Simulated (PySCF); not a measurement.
Computed with PBE-D3(BJ)/def2-TZVP // B3LYP-D3(BJ)/def2-TZVP in PySCF 2.14.0. Gas-phase values, no solvent. Excitations are Tamm–Dancoff values on a coarser integration grid. The basis has no diffuse functions, so Rydberg states are missing or too high.

Reference species (SMILES): `C(=B)=[SiH2]` (neutral, multiplicity 1).

```
Item                   Result
-------------------  --------
LUMO                 -3.45 eV
T1 excitation (TDA)   1.95 eV
dipole moment          1.54 D
```

Changed species: `B1=C[SiH2]1`.

Task: Give the shifts of the LUMO, T1 excitation (TDA) and dipole moment.

Result: the LUMO falls by 0.02 eV, to -3.47 eV; the T1 excitation (TDA) rises by 0.45 eV, to 2.40 eV; the dipole moment drops by 0.32 D, to 1.22 D.
